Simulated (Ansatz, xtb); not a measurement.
# Two isomers of C3H7BFN

Structure X: `NBC/C=C\F`, a singlet. Structure Y: `NB/C=C/CF`, a singlet. Both are isolated molecules in the gas phase, relaxed with r2SCAN-D4/def2-SVP, each in the lowest conformer that the search found.

Question: Estimate E(Y) − E(X) at the level CCSD(T)/def2-SVP + ΔMP2/def2-TZVPP.

Answer: Too close to call at this level: CCSD(T)/def2-SVP + ΔMP2/def2-TZVPP gives E(Y) − E(X) = −0.90 kcal/mol.

Level by level:

```csv
level,geometry,E(Y) − E(X) (kcal/mol),departure from the last row (kcal/mol),"job, with rough time for the two"
GFN2-xTB,GFN2-xTB,+1.81,+2.71,"optimisation, 0.42 s"
HF/STO-3G,GFN2-xTB,+1.43,+2.33,"single point, 0.51 s"
r2SCAN-D4/def2-SVP//GFN2-xTB,GFN2-xTB,+0.50,+1.40,"single point, 3.7 s"
r2SCAN-D4/def2-SVP,r2SCAN-D4/def2-SVP,+0.44,+1.34,"optimisation, 62 s"
HF/def2-SVP,r2SCAN-D4/def2-SVP,−3.62,−2.72,part of the CCSD(T) run
MP2/def2-SVP,r2SCAN-D4/def2-SVP,+0.15,+1.04,part of the CCSD(T) run
CCSD(T)/def2-SVP,r2SCAN-D4/def2-SVP,−0.28,+0.62,single point
CCSD(T)/def2-SVP + ΔMP2/def2-TZVPP,r2SCAN-D4/def2-SVP,−0.90,,"single point, 52 s"
```

As drawn, both hold the same kinds of bond in the same numbers.

The largest departure from CCSD(T)/def2-SVP + ΔMP2/def2-TZVPP is that of HF/def2-SVP, 2.72 kcal/mol. The last row adds to CCSD(T) the change of the MP2 difference between the two basis sets, here −0.62 kcal/mol.

With thermal terms from frequencies at re-optimised GFN2-xTB minima (ideal gas, soft modes damped towards free rotors, one conformer each, 298.15 K, 1 atm): the zero-point term adds −0.06 kcal/mol; ΔH is −0.90 and ΔG −1.10 kcal/mol.

The correlated steps freeze 6 core orbitals. Codes used: Ansatz 0.2.0, xtb 6.7.1; the last row on 2 threads of Intel(R) Xeon(R) Processor @ 2.70GHz on a shared host.
